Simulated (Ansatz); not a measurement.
`O[SiH](F)[NH][GeH3]` + H₂Te → `O[SiH](F)[TeH]` + `[NH2][GeH3]`  (ligand exchange at the Si–N bond)

Program: Ansatz. Geometries: PBE0-D4/def2-TZVP. ΔE: electronic, gas phase. CCSD(T)/CBS is the MP2 limit (def2-TZVPP, def2-QZVPP) plus CCSD(T) − MP2 in def2-TZVPP, frozen cores. Functionals use def2-TZVPP. B3LYP here is the variant with VWN-RPA as its local correlation; programs differ in this. def2 core potentials past Kr. For Ge, Te outer-core shells are correlated without core-valence functions, which leaves a few kJ/mol of doubt a bond. Scalar relativity is left out up to krypton. Each species was taken in one conformer, which may not be the lowest.

| level | ΔE (kcal/mol) |
| --- | --- |
| LDA (SPW92) | 5.8 |
| B97M-V | 8.4 |
| B3LYP-D4 | 7.3 |
| BHLYP-D4 | 8.8 |
| ωB97X-V | 7.5 |
| ωB97M-V | 7.8 |
| revPBE | 2.4 |
| SCS-MP2/def2-QZVPP | 7.5 |

Q: What does CCSD(T)/CBS give? (Best estimate.)

A: Ansatz gave: +7.1 kcal/mol. The listed levels differ from it by -1.3, 1.3, 0.2, 1.7, 0.4, 0.7, -4.7, 0.4 kcal/mol.

Largest T1 diagnostic among the species: 0.012.

From BLYP to BHLYP (50 % exact exchange), in def2-TZVPP and without D4, ΔE moves by +3.3 kcal/mol. In def2-TZVPP, CCSD(T) changes the Hartree–Fock value by −1.6 kcal/mol (the triples alone add −0.5 kcal/mol) and MP2 by −3.1 kcal/mol. At CCSD(T), def2-SVP lies +3.0 kcal/mol from the extrapolated value and def2-TZVPP +1.9 kcal/mol.
